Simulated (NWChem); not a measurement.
System: CuF; SMILES [F][Cu]

Excerpt of the output:

```
             Northwest Computational Chemistry Package (NWChem) 7.3.0
             --------------------------------------------------------

                             Geometry "geometry" -> ""
                             -------------------------

 Output coordinates in angstroms (scale by  1.889725989 to convert to a.u.)

  No.       Tag          Charge          X              Y              Z
 ---- ---------------- ---------- -------------- -------------- --------------
    1 Cu                  29.0000     0.00000000     0.00000000    -0.42007200
    2 F                    9.0000     0.00000000     0.00000000     1.32264500

 Effective nuclear repulsion energy (a.u.)      79.2528345044

  pbe96 is a nonlocal functional; adding pw91lda local functional.
                              NWChem Property Module
                              ----------------------

                                 NWChem DFT Module
                                 -----------------

 Summary of "ao basis" -> "ao basis" (spherical)
 ------------------------------------------------------------------------------
       Tag                 Description            Shells   Functions and Types
 ---------------- ------------------------------  ------  ---------------------
 Cu                         def2-svp                11       31   5s3p2d1f
 F                          def2-svp                 6       14   3s2p1d

            General Information
            -------------------
          SCF calculation type: DFT
          Wavefunction type:  closed shell.
          No. of atoms     :     2
          No. of electrons :    38
           Alpha electrons :    19
            Beta electrons :    19
          Charge           :     0
          Spin multiplicity:     1
          Use of symmetry is: off; symmetry adaption is: off
          Maximum number of iterations: 150
          AO basis - number of functions:    45
                     number of shells:    17
          Convergence on energy requested:  1.00D-06
          Convergence on density requested:  1.00D-05
          Convergence on gradient requested:  5.00D-04

              XC Information
              --------------
          PerdewBurkeErnzerhof Exchange Functional  1.000
            Perdew 1991 LDA Correlation Functional  1.000 local
           PerdewBurkeErnz. Correlation Functional  1.000 non-local

             Grid Information
             ----------------
          Grid used for XC integration:  medium
          Radial quadrature: Mura-Knowles
          Angular quadrature: Lebedev.
          Tag              B.-S. Rad. Rad. Pts. Rad. Cut. Ang. Pts.
          ---              ---------- --------- --------- ---------
          Cu                  1.35      112           8.0       590
          F                   0.50       49           7.0       434
          Grid pruning is: on
          Number of quadrature shells:   161
          Spatial weights used:  Erf1

      Superposition of Atomic Density Guess
      -------------------------------------

 Sum of atomic energies:       -1737.97773734

      Non-variational initial energy
      ------------------------------

 Total energy =   -1737.498937
 1-e energy   =   -2579.080162
 2-e energy   =     762.328390
 HOMO         =      -0.570668
 LUMO         =      -0.207377

   convergence    iter        energy       DeltaE   RMS-Dens  Diis-err
 ---------------- ----- ----------------- --------- --------- ---------
 d= 0,ls=0.0,diis     1  -1739.4609912027 -1.82D+03  3.14D-01  2.33D+00
 d= 0,ls=0.5,diis     2  -1726.7703567897  1.27D+01  2.76D-02  1.02D+02
 d= 0,ls=0.5,diis     3  -1731.1148411401 -4.34D+00  1.92D-02  6.37D+01
 d= 0,ls=0.5,diis     4  -1733.0192848138 -1.90D+00  1.36D-02  4.23D+01
 d= 0,ls=0.5,diis     5  -1734.1188018970 -1.10D+00  2.57D-01  2.85D+01
 d= 0,ls=0.5,diis     6  -1738.8264311430 -4.71D+00  9.98D-03  2.62D+00
 d= 0,ls=0.5,diis     7  -1738.9799313106 -1.54D-01  5.11D-03  1.23D+00
 d= 0,ls=0.5,diis     8  -1739.0361500584 -5.62D-02  5.23D-03  6.92D-01
  Resetting Diis
 d= 0,ls=0.5,diis     9  -1739.0782303511 -4.21D-02  5.86D-02  2.23D-01
 d= 0,ls=0.5,diis    10  -1739.1962391716 -1.18D-01  4.81D-02  5.44D+00
 d= 0,ls=0.5,diis    11  -1738.3057896389  8.90D-01  1.53D-02  2.16D+01
 d= 0,ls=0.5,diis    12  -1739.3061589357 -1.00D+00  1.01D-02  4.37D+00
 d= 0,ls=0.5,diis    13  -1739.5835211690 -2.77D-01  6.82D-03  6.07D-01
 d= 0,ls=0.5,diis    14  -1739.6442729996 -6.08D-02  4.09D-03  6.06D-02
 d= 0,ls=0.5,diis    15  -1739.6587641490 -1.45D-02  2.80D-03  2.02D-02
 d= 0,ls=0.5,diis    16  -1739.6642118418 -5.45D-03  2.28D-03  2.89D-02
 d= 0,ls=0.5,diis    17  -1739.6686247809 -4.41D-03  1.80D-03  2.44D-02
 d= 0,ls=0.5,diis    18  -1739.6715121612 -2.89D-03  1.49D-03  2.28D-02
 d= 0,ls=0.5,diis    19  -1739.6739855992 -2.47D-03  1.31D-03  1.58D-02
 d= 0,ls=0.5,diis    20  -1739.6758123310 -1.83D-03  1.10D-03  1.10D-02
 d= 0,ls=0.5,diis    21  -1739.6771760221 -1.36D-03  9.41D-04  6.95D-03
 d= 0,ls=0.5,diis    22  -1739.6781268767 -9.51D-04  8.26D-04  4.95D-03
 d= 0,ls=0.5,diis    23  -1739.6788520552 -7.25D-04  7.29D-04  3.43D-03
 d= 0,ls=0.5,diis    24  -1739.6794012093 -5.49D-04  6.50D-04  2.34D-03
 d= 0,ls=0.5,diis    25  -1739.6797992969 -3.98D-04  5.52D-04  1.84D-03
 d= 0,ls=0.5,diis    26  -1739.6801311154 -3.32D-04  4.74D-04  9.22D-04
 d= 0,ls=0.5,diis    27  -1739.6803520336 -2.21D-04  4.17D-04  6.42D-04
 d= 0,ls=0.5,diis    28  -1739.6805181408 -1.66D-04  3.69D-04  4.58D-04
 d= 0,ls=0.5,diis    29  -1739.6806434138 -1.25D-04  3.17D-04  3.44D-04
 d= 0,ls=0.5,diis    30  -1739.6807382562 -9.48D-05  2.72D-04  2.40D-04
 d= 0,ls=0.5,diis    31  -1739.6808081041 -6.98D-05  2.37D-04  1.76D-04
 d= 0,ls=0.5,diis    32  -1739.6808609267 -5.28D-05  2.06D-04  1.25D-04
 d= 0,ls=0.5,diis    33  -1739.6809002225 -3.93D-05  1.79D-04  9.51D-05
 d= 0,ls=0.5,diis    34  -1739.6809301671 -2.99D-05  1.56D-04  6.81D-05
 d= 0,ls=0.5,diis    35  -1739.6809525759 -2.24D-05  1.35D-04  5.08D-05
 d= 0,ls=0.5,diis    36  -1739.6809694599 -1.69D-05  1.18D-04  3.83D-05
 d= 0,ls=0.5,diis    37  -1739.6809821752 -1.27D-05  1.03D-04  2.94D-05
 d= 0,ls=0.5,diis    38  -1739.6809918981 -9.72D-06  8.88D-05  2.12D-05
 d= 0,ls=0.5,diis    39  -1739.6809991641 -7.27D-06  7.71D-05  1.58D-05
 d= 0,ls=0.5,diis    40  -1739.6810046303 -5.47D-06  6.70D-05  1.19D-05
 d= 0,ls=0.5,diis    41  -1739.6810087546 -4.12D-06  5.81D-05  8.99D-06
 d= 0,ls=0.5,diis    42  -1739.6810118593 -3.10D-06  5.05D-05  6.82D-06
 d= 0,ls=0.5,diis    43  -1739.6810142057 -2.35D-06  4.39D-05  5.16D-06
 d= 0,ls=0.5,diis    44  -1739.6810159742 -1.77D-06  3.82D-05  3.93D-06
 d= 0,ls=0.5,diis    45  -1739.6810173152 -1.34D-06  3.31D-05  2.92D-06
 d= 0,ls=0.5,diis    46  -1739.6810183233 -1.01D-06  2.88D-05  2.22D-06
 d= 0,ls=0.5,diis    47  -1739.6810190849 -7.62D-07  2.50D-05  1.67D-06
 d= 0,ls=0.5,diis    48  -1739.6810196567 -5.72D-07  2.17D-05  1.29D-06
 d= 0,ls=0.5,diis    49  -1739.6810200889 -4.32D-07  1.88D-05  9.90D-07
 d= 0,ls=0.5,diis    50  -1739.6810204160 -3.27D-07  1.64D-05  7.51D-07
 d= 0,ls=0.5,diis    51  -1739.6810206635 -2.48D-07  1.42D-05  5.65D-07
 d= 0,ls=0.5,diis    52  -1739.6810208502 -1.87D-07  1.24D-05  4.28D-07
 d= 0,ls=0.5,diis    53  -1739.6810209913 -1.41D-07  1.08D-05  3.22D-07
 d= 0,ls=0.5,diis    54  -1739.6810210979 -1.07D-07  9.35D-06  2.42D-07

         Total DFT energy =    -1739.681021178498
      One electron energy =    -2584.386425138935
           Coulomb energy =      842.751917316606
    Exchange-Corr. energy =      -77.299347860521
 Nuclear repulsion energy =       79.252834504352

 Numeric. integr. density =       38.000006753537

                       DFT Final Molecular Orbital Analysis
                       ------------------------------------

 Vector   17  Occ=2.000000D+00  E=-1.913731D-01
              MO Center=  5.6D-08,  9.6D-08, -2.3D-01, r^2= 1.2D+00
   Bfn.  Coefficient  Atom+Function         Bfn.  Coefficient  Atom+Function
  ----- ------------  ---------------      ----- ------------  ---------------
    17      0.683026  1 Cu d  0               4     -0.546764  1 Cu s
    22      0.255582  1 Cu d  0              37     -0.218381  2 F  pz
     3      0.215392  1 Cu s                 40      0.168716  2 F  pz
    34      0.073505  2 F  s                  2     -0.046541  1 Cu s
    11      0.039033  1 Cu pz                14     -0.036460  1 Cu pz

 Vector   18  Occ=2.000000D+00  E=-1.885892D-01
              MO Center=  8.7D-09,  6.4D-09,  3.1D-02, r^2= 1.1D+00
   Bfn.  Coefficient  Atom+Function         Bfn.  Coefficient  Atom+Function
  ----- ------------  ---------------      ----- ------------  ---------------
    18     -0.516213  1 Cu d  1              16      0.512754  1 Cu d -1
    35      0.261057  2 F  px                36      0.259308  2 F  py
    23     -0.186596  1 Cu d  1              21      0.185345  1 Cu d -1
    38     -0.183173  2 F  px                39     -0.181946  2 F  py
    12     -0.088924  1 Cu px                13     -0.088328  1 Cu py

 Vector   19  Occ=2.000000D+00  E=-1.885891D-01
              MO Center=  3.4D-08, -1.3D-08,  3.1D-02, r^2= 1.1D+00
   Bfn.  Coefficient  Atom+Function         Bfn.  Coefficient  Atom+Function
  ----- ------------  ---------------      ----- ------------  ---------------
    16      0.516213  1 Cu d -1              18      0.512754  1 Cu d  1
    36      0.261057  2 F  py                35     -0.259308  2 F  px
    21      0.186596  1 Cu d -1              23      0.185345  1 Cu d  1
    39     -0.183173  2 F  py                38      0.181946  2 F  px
    13     -0.088924  1 Cu py                12      0.088328  1 Cu px

 Vector   20  Occ=0.000000D+00  E=-1.276082D-01
              MO Center=  7.6D-08,  7.9D-08, -8.1D-01, r^2= 2.8D+00
   Bfn.  Coefficient  Atom+Function         Bfn.  Coefficient  Atom+Function
  ----- ------------  ---------------      ----- ------------  ---------------
     4      0.615546  1 Cu s                 14     -0.392455  1 Cu pz
    17      0.304915  1 Cu d  0               5      0.264129  1 Cu s
     3     -0.255655  1 Cu s                 37     -0.248950  2 F  pz
    11      0.143127  1 Cu pz                40      0.142175  2 F  pz
    22      0.097997  1 Cu d  0              33     -0.064670  2 F  s

 Vector   21  Occ=0.000000D+00  E= 6.311111D-02
              MO Center= -8.8D-08, -8.8D-08, -4.5D-01, r^2= 1.0D+01
   Bfn.  Coefficient  Atom+Function         Bfn.  Coefficient  Atom+Function
  ----- ------------  ---------------      ----- ------------  ---------------
     5      1.851044  1 Cu s                  4     -1.638314  1 Cu s
    14      0.300791  1 Cu pz                 3      0.244759  1 Cu s
    34     -0.109613  2 F  s                 11     -0.089620  1 Cu pz
    37      0.079747  2 F  pz                40     -0.071407  2 F  pz
     2     -0.047195  1 Cu s                 33     -0.038916  2 F  s

 Vector   22  Occ=0.000000D+00  E= 7.339624D-02
              MO Center=  2.9D-08,  2.5D-08, -4.1D-01, r^2= 2.4D+00
   Bfn.  Coefficient  Atom+Function         Bfn.  Coefficient  Atom+Function
  ----- ------------  ---------------      ----- ------------  ---------------
    12      0.868763  1 Cu px                13     -0.576441  1 Cu py
     9     -0.241109  1 Cu px                10      0.159980  1 Cu py
    35      0.143935  2 F  px                38     -0.133342  2 F  px
    36     -0.095504  2 F  py                39      0.088475  2 F  py
     6      0.076121  1 Cu px                18     -0.069636  1 Cu d  1

     Multipole analysis of the density
     ---------------------------------

     L   x y z        total         alpha         beta         nuclear
     -   - - -        -----         -----         ----         -------
     0   0 0 0     -0.000000    -19.000000    -19.000000     38.000000

     1   1 0 0     -0.000000     -0.000000     -0.000000      0.000000
     1   0 1 0     -0.000000     -0.000000     -0.000000      0.000000
     1   0 0 1     -1.720821     -0.597471     -0.597471     -0.525879

     2   2 0 0    -12.478527     -6.239264     -6.239264      0.000000
     2   1 1 0     -0.001192     -0.000596     -0.000596      0.000000
     2   1 0 1      0.000000      0.000000      0.000000      0.000000
     2   0 2 0    -12.478524     -6.239262     -6.239262      0.000000
     2   0 1 1      0.000000      0.000000      0.000000      0.000000
     2   0 0 2    -13.361049    -43.930050    -43.930050     74.499052

 *** CALLING NEW AORESP DRIVER FOR CLOSED AND OPEN SHELLS ***
 Entering AOResponse driver routine

--------------------------------------------------------------------------------

          -----------------------------------------------
          Solving response equations for perturbing field
          -----------------------------------------------

 number of frequencies:     1
 frequency in a.u.:  0.0000000E+00
 Perturbing field: electric
 Using El. Dipole Length Gauge

 Setting up CPKS with frequency omega =      0.00000000 a.u.

 STATIC response

                                NWChem CPHF Module
                                ------------------

  scftype          =     RHF
  nclosed          =       19
  nopen            =        0
  variables        =      494
  # of vectors     =        3
  tolerance        = 0.10D-03
  level shift      = 0.00D+00
  max iterations   =       50
  max subspace     =       30

 SCF residual:    6.0164370179802303E-004

Iterative solution of linear equations
  No. of variables      494
  No. of equations        3
  Maximum subspace       30
        Iterations       50
       Convergence  1.0D-04

   iter   nsub   residual    time
   ----  ------  --------  ---------
     1      3    8.50D+00      15.0
     2      6    3.60D+00      15.6
     3      9    2.32D+00      16.1
     4     12    2.26D-01      16.6
     5     15    3.14D-02      17.2
     6     18    2.82D-03      17.7
     7     21    2.23D-04      18.3
     8     24    3.04D-05      18.8

 Electric Dipole Response Matrix (nonzero elements):

              1        2        3
    1   16.1096   0.0031  -0.0000
    2    0.0031  16.1096  -0.0000
    3   -0.0000  -0.0000  23.2226

 ------------------------------------------
 average:        18.48060 + I       0.00000

 DFT Linear Response polarizability / au
 Frequency  =       0.0000000 / au
              X              Y              Z
 -----------------------------------------------
 X      16.1096213      0.0031255     -0.0000025
 Y       0.0031255     16.1096135     -0.0000024
 Z      -0.0000025     -0.0000024     23.2225681
 -----------------------------------------------
 Eigenvalues =      16.1127429     16.1064919     23.2225681
 Isotropic   =      18.4806010
 Anisotropic =       7.1129528
 -----------------------------------------------

 Magnetic Dipole Response Matrix (nonzero elements):

 Exiting AOResponse driver routine
```

Level: PBE/def2-SVP. Structure relaxed at the PBE-D3(BJ)/def2-SVP level.

**Question.** Write an input that gives this output.

**Answer.** Several could match; the one computed here: the input that was run:
```
start job
memory heap 200 mb stack 900 mb global 1100 mb
geometry units angstroms noautosym nocenter noautoz
  Cu     0.000000     0.000000    -0.420072
  F      0.000000     0.000000     1.322645
end
basis spherical
  * library def2-svp
end
dft
  xc xpbe96 cpbe96
  iterations 150
end
property
  response 1 0.0
end
task dft property
```
